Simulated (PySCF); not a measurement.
H6NSi2, SMILES [SiH3][N][SiH3], multiplicity 2.

The structure is a stationary point at B3LYP-D3(BJ)/def2-SVP. The isomer is the one that the SMILES or the coordinates give; other isomers of the formula were not compared.

These are TDA-PBE/def2-SVPD in PySCF values and carry that method's errors.

Vertical excitations. The molecule is in vacuum.

| state | energy (eV) | λ (nm) | f | main pairs |
|---|---|---|---|---|
| root 1 | 0.69 | 1804 | 0.000 | β HOMO→LUMO 100 % |
| root 2 | 3.04 | 408 | 0.000 | β HOMO−1→LUMO 98 % |
| root 3 | 3.61 | 344 | 0.154 | β HOMO−2→LUMO 96 % |
| root 4 | 3.77 | 329 | 0.005 | β HOMO−3→LUMO 96 % |
| root 5 | 4.02 | 308 | 0.001 | β HOMO−5→LUMO 99 % |
| root 6 | 4.11 | 302 | 0.005 | β HOMO−4→LUMO 91 % |
| root 7 | 5.28 | 235 | 0.001 | α HOMO→LUMO 17 %, β HOMO→LUMO+1 82 % |
| root 8 | 5.65 | 219 | 0.003 | α HOMO→LUMO 80 %, β HOMO→LUMO+1 17 % |
| root 9 | 6.08 | 204 | 0.000 | α HOMO−1→LUMO 99 % |
| root 10 | 6.12 | 202 | 0.005 | α HOMO→LUMO+1 7 %, β HOMO→LUMO+2 91 % |
Unrestricted roots are not spin-pure.
